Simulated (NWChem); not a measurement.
AlH$_{3}$Se; SMILES [AlH2][SeH]

```xyz
5

Al    -0.1396     1.6349     0.0708
H     -1.3585     2.4790    -0.4821
H      1.2929     2.2265     0.3957
Se    -0.5322    -0.6372     0.4147
H      0.8480    -0.8870     0.8958
```
Atoms are numbered in this order, from 1.

Computed with NWChem. Pople sets run with spherical d functions. Coordinates come from a B3LYP/6-31G* (spherical d) optimisation. GIAO values for the isolated, static molecule; σ is the absolute isotropic shielding, δ = σ(reference) − σ with the isolated reference molecule computed at the same levels (1H: tetramethylsilane). Spin-orbit effects, on the heavy nuclei and on their neighbours, are missing.

```csv
level,σ Al1 (ppm),δ H2 (ppm),δ H3 (ppm),σ Se4 (ppm),δ H5 (ppm)
B3LYP/6-311G**,287.0,5.81,5.87,1880.8,1.85
PBE/pcSseg-1,271.8,5.74,5.79,1833.6,2.17
B3LYP/6-31G*,[?],[?],[?],[?],[?]
"LDA (Slater exchange, VWN5)/pcSseg-1",236.0,6.07,6.11,1789.4,2.72
PBE0/pcSseg-1,292.5,5.56,5.58,1942.2,2.08
```

### Question
Some entries are withheld; supply them.

### Answer

- B3LYP/6-31G*, σ Al1 (ppm): 353.9
- B3LYP/6-31G*, δ H2 (ppm): 6.00
- B3LYP/6-31G*, δ H3 (ppm): 6.03
- B3LYP/6-31G*, σ Se4 (ppm): 1985.6
- B3LYP/6-31G*, δ H5 (ppm): 1.69
